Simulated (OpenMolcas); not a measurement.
Ar6+: input and output

Input:

```
&GATEWAY
Coord
1

Ar 0.0 0.0 0.0
Basis=ANO-R2
Group=XYZ
NoMove
AngMom=0.0 0.0 0.0
AMFI
&SEWARD
* reference wave functions (RASSCF and RASSI steps not shown): 2 electrons in 9 orbitals (RAS2 3s 3p; RAS3 3d, at most 2 electrons)
>>> COPY JOB001 $Project.JobIph
&CASPT2
Multistate=3 1 2 3
Frozen=1 0
IPEA=0.0
Imaginary=0.1
MaxIter=60
WThr=0.0 0.3 0.05
PrWF=0.5
NoMix
>>> COPY JOB002 $Project.JobIph
&CASPT2
Multistate=7 1 2 3 4 5 6 7
Frozen=1 0
IPEA=0.0
Imaginary=0.1
MaxIter=60
WThr=0.0 0.3 0.05
PrWF=0.5
NoMix
>>> COPY JOB003 $Project.JobIph
&CASPT2
Multistate=3 1 2 3
Frozen=1 0
IPEA=0.0
Imaginary=0.1
MaxIter=60
WThr=0.0 0.3 0.05
PrWF=0.5
NoMix
...
```

Output, cut to the results:

```
--- CASPT2 ---
Orbital specifications:
      -----------------------

      Symmetry species                           1   2
                                                ag  au
      Frozen orbitals                            1   0
      Inactive orbitals                          1   3
      Active orbitals                            6   3
      Secondary orbitals                        12  13
      Deleted orbitals                           0   0
      Number of basis functions                 20  19
Type of calculation                        MS-CASPT2
      Fock operator                              state-specific
      IPEA shift                                 0.00
      Real shift                                 0.00
      Imaginary shift                            0.10
      The input orbitals will be transformed to quasi-canonical
Reference energy:        -516.2970797674
      E2 (Non-variational):      -0.1860310851
      Shift correction:          -0.0000021891
      E2 (Variational):          -0.1860332741
      Total energy:            -516.4831130416
      Residual norm:              0.0000000464
      Reference weight:           0.99436
      Contributions to the CASPT2 correlation energy
      Active & Virtual Only:         -0.0011870548
      One Inactive Excited:          -0.0272373777
      Two Inactive Excited:          -0.1576066525
Reference energy:        -516.2970797674
      E2 (Non-variational):      -0.1860310851
      Shift correction:          -0.0000021891
      E2 (Variational):          -0.1860332741
      Total energy:            -516.4831130416
      Residual norm:              0.0000000464
      Reference weight:           0.99436
      Contributions to the CASPT2 correlation energy
      Active & Virtual Only:         -0.0011870548
      One Inactive Excited:          -0.0272373777
      Two Inactive Excited:          -0.1576066525
::    CASPT2 Root  1     Total energy:   -516.48311304
::    CASPT2 Root  2     Total energy:   -516.48311304
::    CASPT2 Root  3     Total energy:   -516.48311304
::    MS-CASPT2 Root  1     Total energy:   -516.48311304
::    MS-CASPT2 Root  2     Total energy:   -516.48311304
::    MS-CASPT2 Root  3     Total energy:   -516.48311304
--- CASPT2 ---
Orbital specifications:
      -----------------------

      Symmetry species                           1   2
                                                ag  au
      Frozen orbitals                            1   0
      Inactive orbitals                          1   3
      Active orbitals                            6   3
      Secondary orbitals                        12  13
      Deleted orbitals                           0   0
      Number of basis functions                 20  19
Type of calculation                        MS-CASPT2
      Fock operator                              state-specific
      IPEA shift                                 0.00
      Real shift                                 0.00
      Imaginary shift                            0.10
      The input orbitals will be transformed to quasi-canonical
Reference energy:        -517.5451919136
      E2 (Non-variational):      -0.1837055574
      Shift correction:          -0.0000026815
      E2 (Variational):          -0.1837082389
      Total energy:            -517.7289001525
      Residual norm:              0.0000000932
      Reference weight:           0.99428
      Contributions to the CASPT2 correlation energy
      Active & Virtual Only:         -0.0020310212
      One Inactive Excited:          -0.0240360286
      Two Inactive Excited:          -0.1576385075
Reference energy:        -516.3321317815
      E2 (Non-variational):      -0.1798100596
      Shift correction:          -0.0000021096
      E2 (Variational):          -0.1798121692
      Total energy:            -516.5119439507
      Residual norm:              0.0000000969
      Reference weight:           0.99471
      Contributions to the CASPT2 correlation energy
      Active & Virtual Only:         -0.0010270578
      One Inactive Excited:          -0.0204668534
      Two Inactive Excited:          -0.1583161484
::    CASPT2 Root  1     Total energy:   -517.72890015
::    CASPT2 Root  2     Total energy:   -516.51194395
::    CASPT2 Root  3     Total energy:   -516.51194396
::    CASPT2 Root  4     Total energy:   -516.51194395
::    CASPT2 Root  5     Total energy:   -516.51194413
::    CASPT2 Root  6     Total energy:   -516.51194401
::    CASPT2 Root  7     Total energy:   -516.27953337
::    MS-CASPT2 Root  1     Total energy:   -517.72903262
::    MS-CASPT2 Root  2     Total energy:   -516.51194982
::    MS-CASPT2 Root  3     Total energy:   -516.51194508
::    MS-CASPT2 Root  4     Total energy:   -516.51194422
::    MS-CASPT2 Root  5     Total energy:   -516.51194159
::    MS-CASPT2 Root  6     Total energy:   -516.51193930
::    MS-CASPT2 Root  7     Total energy:   -516.27940090
--- CASPT2 ---
Orbital specifications:
      -----------------------

      Symmetry species                           1   2
                                                ag  au
      Frozen orbitals                            1   0
      Inactive orbitals                          1   3
      Active orbitals                            6   3
      Secondary orbitals                        12  13
      Deleted orbitals                           0   0
      Number of basis functions                 20  19
Type of calculation                        MS-CASPT2
      Fock operator                              state-specific
      IPEA shift                                 0.00
      Real shift                                 0.00
      Imaginary shift                            0.10
      The input orbitals will be transformed to quasi-canonical
Reference energy:        -517.0230492256
      E2 (Non-variational):      -0.1793592528
      Shift correction:          -0.0000019639
      E2 (Variational):          -0.1793612167
...
```

Levels above the lowest, from the spin-orbit matrix with the single-state CASPT2 energies, averaged by term, on its diagonal:

```json
{"Configuration": "3s²", "Term": "¹S", "J": "0", "E (eV)": "0.0000", "Measured (eV)": "0.0000", "g": "", "Term weight %": "100"}
{"Configuration": "3s 3p", "Term": "³P°", "J": "0", "E (eV)": "14.132", "Measured (eV)": "14.0227", "g": "", "Term weight %": "100"}
{"Configuration": "3s 3p", "Term": "³P°", "J": "1", "E (eV)": "14.227", "Measured (eV)": "14.1225", "g": "1.501", "Term weight %": "100"}
{"Configuration": "3s 3p", "Term": "³P°", "J": "2", "E (eV)": "14.424", "Measured (eV)": "14.3313", "g": "1.501", "Term weight %": "100"}
{"Configuration": "3s 3p", "Term": "¹P°", "J": "1", "E (eV)": "21.252", "Measured (eV)": "21.1668", "g": "1.000", "Term weight %": "100"}
{"Configuration": "3p²", "Term": "¹D", "J": "2", "E (eV)": "33.099", "Measured (eV)": "32.8247", "g": "1.009", "Term weight %": "98"}
{"Configuration": "3p²", "Term": "³P", "J": "0", "E (eV)": "33.695", "Measured (eV)": "33.4554", "g": "", "Term weight %": "100"}
{"Configuration": "3p²", "Term": "³P", "J": "1", "E (eV)": "33.803", "Measured (eV)": "33.5721", "g": "1.501", "Term weight %": "100"}
{"Configuration": "3p²", "Term": "³P", "J": "2", "E (eV)": "34.012", "Measured (eV)": "33.7934", "g": "1.492", "Term weight %": "98"}
```

Against the 8 measured excited levels shown (Saloman, J. Phys. Chem. Ref. Data 39, 033101 (2010)) the mean absolute deviation is 1400 cm-1; the largest miss in energy is 3p² ¹D₂: computed 33.099, measured 32.8247 eV (+0.8 %).

Active for correlation alone: 3d; no level in the range computed is led by a configuration that fills it, so any true level of that kind is missing. Some terms mix strongly with configurations of 3d, whose occupation reaches 0.22 (3p² ¹D). Measured partners are found by configuration, term and J. A level has none where our copy of the source lacks it or the pairing is in doubt (some pairs that miss far off the trend of their configuration count as doubtful), and it then counts in no deviation. Levels of configurations outside the active space are missing. The first state left out of the spin-orbit step lies near 360000 cm-1 above the lowest spin-free state of the reference (among the parities and spins computed), and the list stops at four fifths of that energy or lower.

The term weight is that of the spin-free term in the level, not the purity of its configuration. ° marks odd parity.
